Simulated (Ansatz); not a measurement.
Ligand exchange: CH3Br + C3H7I → IBr + C4H10

Species: CH3Br (bromomethane) `CBr`, singlet; C3H7I (1-iodopropane) `CCCI`, singlet; IBr (iodine monobromide), singlet; C4H10 (butane) `CCCC`, singlet. The partners trade CH3 for I: Br–CH3 and C–I bonds give way to Br–I and C–CH3.

Shapes, held fixed at every level: PBE0-D4/def2-TZVP. Flexible molecules stand in one conformer, not always the lowest. Programs: Ansatz 0.2.0. Electronic energies: no zero-point or thermal term.

**Question.** Estimate ΔE of this reaction.

**Answer.** The highest level, CCSD(T)/def2-TZVPP, gives ΔE = -3.7 kJ/mol; the levels span -20.4 to +5.1. That is about zero within the method's error. They disagree on the sign: 1 of 8 are positive. The column of differences is taken from that level and isn't an error. No measured value is set beside it here. For atoms past krypton def2 sets carry core potentials with scalar relativity. Relativity is left out for Br unless named. Correlated rows may include outer-core shells of Br, I, which these sets cover unevenly.

```tsv
level	kind	ΔE (kJ/mol)	less CCSD(T)/def2-TZVPP
HF/def2-TZVPP	Hartree–Fock	-20.4	-16.7
PBE-D4/def2-TZVPP	GGA	-18.1	-14.4
wB97M-V/def2-TZVPP	range-separated hybrid	-16.8	-13.1
wB97X-V/def2-TZVPP	range-separated hybrid	-16.0	-12.3
B2PLYP/def2-TZVPP	double hybrid	-13.6	-9.9
MP2/def2-TZVPP	perturbation theory	+5.1	+8.8
CCSD/def2-TZVPP	coupled cluster or CI	-7.1	-3.4
CCSD(T)/def2-TZVPP	coupled cluster or CI	-3.7	0.0
```
